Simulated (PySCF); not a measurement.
## Molecular orbitals of SbAs⁻

LC-ωPBE at R = 2.386 Å; PySCF, scalar-relativistic core potentials, basis sets Sb def2-SVPD with ECP28, As def2-SVPD. State: ²Π (doublet), unpaired electrons π ↑. Only the outer orbitals are listed, counted within each symmetry, core potentials removing the inner ones.

```json
{"spin": "α", "orbital": "10σ", "occ.": "1", "ε (eV)": "-14.79", "on Sb (%)": "38", "main shells (%)": "59 As s, 35 Sb s"}
{"spin": "α", "orbital": "11σ", "occ.": "1", "ε (eV)": "-10.47", "on Sb (%)": "60", "main shells (%)": "54 Sb s, 33 As s"}
{"spin": "α", "orbital": "6π", "occ.": "1", "ε (eV)": "-4.20", "on Sb (%)": "47", "main shells (%)": "54 As p, 46 Sb p"}
{"spin": "α", "orbital": "12σ", "occ.": "1", "ε (eV)": "-4.10", "on Sb (%)": "51", "main shells (%)": "46 Sb p, 44 As p"}
{"spin": "α", "orbital": "6π", "occ.": "1", "ε (eV)": "-3.31", "on Sb (%)": "53", "main shells (%)": "50 Sb p, 47 As p"}
{"spin": "α", "orbital": "7π", "occ.": "1", "ε (eV)": "-1.44", "on Sb (%)": "57", "main shells (%)": "50 Sb p, 39 As p"}
{"spin": "α", "orbital": "7π", "occ.": "0", "ε (eV)": "4.25", "on Sb (%)": "54", "main shells (%)": "41 Sb p, 38 As p, 13 Sb d"}
{"spin": "α", "orbital": "13σ", "occ.": "0", "ε (eV)": "6.16", "on Sb (%)": "84", "main shells (%)": "89 Sb s, 13 As s"}
{"spin": "α", "orbital": "14σ", "occ.": "0", "ε (eV)": "6.62", "on Sb (%)": "28", "main shells (%)": "75 As s, 18 Sb d, 13 Sb s"}
{"spin": "β", "orbital": "10σ", "occ.": "1", "ε (eV)": "-14.44", "on Sb (%)": "41", "main shells (%)": "56 As s, 36 Sb s"}
{"spin": "β", "orbital": "11σ", "occ.": "1", "ε (eV)": "-9.69", "on Sb (%)": "58", "main shells (%)": "53 Sb s, 36 As s"}
{"spin": "β", "orbital": "12σ", "occ.": "1", "ε (eV)": "-3.85", "on Sb (%)": "51", "main shells (%)": "45 Sb p, 44 As p"}
{"spin": "β", "orbital": "6π", "occ.": "1", "ε (eV)": "-3.22", "on Sb (%)": "51", "main shells (%)": "49 Sb p, 48 As p"}
{"spin": "β", "orbital": "6π", "occ.": "1", "ε (eV)": "-2.67", "on Sb (%)": "54", "main shells (%)": "51 Sb p, 45 As p"}
{"spin": "β", "orbital": "7π", "occ.": "0", "ε (eV)": "4.44", "on Sb (%)": "55", "main shells (%)": "42 Sb p, 37 As p, 13 Sb d"}
{"spin": "β", "orbital": "7π", "occ.": "0", "ε (eV)": "5.05", "on Sb (%)": "55", "main shells (%)": "38 Sb p, 36 As p, 16 Sb d"}
{"spin": "β", "orbital": "13σ", "occ.": "0", "ε (eV)": "6.26", "on Sb (%)": "91", "main shells (%)": "97 Sb s"}
```

**Question.** Which are the highest filled and the lowest empty level, where do they sit, and how wide is the gap?

**Answer.** Highest filled α 7π at -1.44 eV (in %: 50 Sb p, 39 As p); lowest empty α 7π at 4.25 eV (in %: 41 Sb p, 38 As p, 13 Sb d); the gap at LC-ωPBE is 5.69 eV. Both belong to one degenerate shell, split only by its one-sided filling, so this is no excitation gap. An empty level above zero is unbound, and its energy depends on the basis.

The bond order (Mayer) is 2.68, the ⟨S²⟩ is 0.765 and the charge on Sb (Mulliken, basis-dependent) is -0.60. The charge on Sb (Löwdin, basis-dependent) is -0.52 and the dipole moment (positive dipole points towards As; it is taken about the centre of mass and depends on that origin) is -1.39 D.

Spin–orbit coupling is left out. The state is the lowest determinant that a PBE0 search found; another state may lie lower at other levels.
